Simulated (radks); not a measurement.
Question: The molybdenum ion Mo4+, configuration [Kr] 4d2. All-electron calculation, Dirac Kohn-Sham, BLYP, spin-unpolarised, spherical densities, point nucleus; open shells fill j = l - 1/2 first. Program: a radial shooting solver on a logarithmic mesh with Libxc functionals.

Spin-orbit splittings of the eigenvalues, e(l+1/2) - e(l-1/2), with zeta = 2 splitting/(2l+1) and mean radii in bohr:

shell  occ.  splitting (eV)  zeta (eV)  <r> j=l-1/2  <r> j=l+1/2
2p        6           106.6      71.08       0.1307       0.1353
3p        6           17.57      11.71       0.4233       0.4338
3d       10           3.330      1.332       0.4129       0.4164
4p        6           2.688      1.792        1.176        1.202
4d        2               ?          ?        1.521        1.532

Estimate the 4d splitting.

Answer: 0.3233 eV (zeta = 0.1293 eV).
